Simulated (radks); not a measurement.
Values are calculated unless marked as measured or tabulated.
Question: The mean radii <r> (bohr) of the occupied orbitals of an atom or ion are listed with their occupations. Code: a radial shooting solver on a logarithmic mesh with Libxc functionals. Model: scalar-relativistic Kohn-Sham, LDA (Slater exchange, Perdew-Wang correlation), spin-polarised, spherical densities, finite nucleus; Fermi nuclear charge, rms radius of each element as measured or else 0.836 A^(1/3) + 0.57 fm.

orbital  occ.      <r>
1s          2  0.01633
2s          2  0.06880
2p          6  0.06236
3s          2   0.1777
3p          6   0.1794
3d         10   0.1625
4s          2   0.3920
4p          6   0.4179
4d         10   0.4400
5s          2   0.8762
4f         14   0.4677
5p          6    1.007
5d         10    1.384
6s          2    2.378

Name the element and its charge. Open shells, if any, are filled with parallel spins first.

Answer: Z = 81, thallium, charge +1: Tl+ in [Hg]. The 1s radius gives Z: for a bare nucleus <r> = (2 gamma + 1)/(2Z) with gamma = sqrt(1 - (Z/c)^2), 0.01613 bohr for Z = 81, and screening makes it slightly larger (0.01633 here). The occupations add up to 80, and the charge is Z minus that.
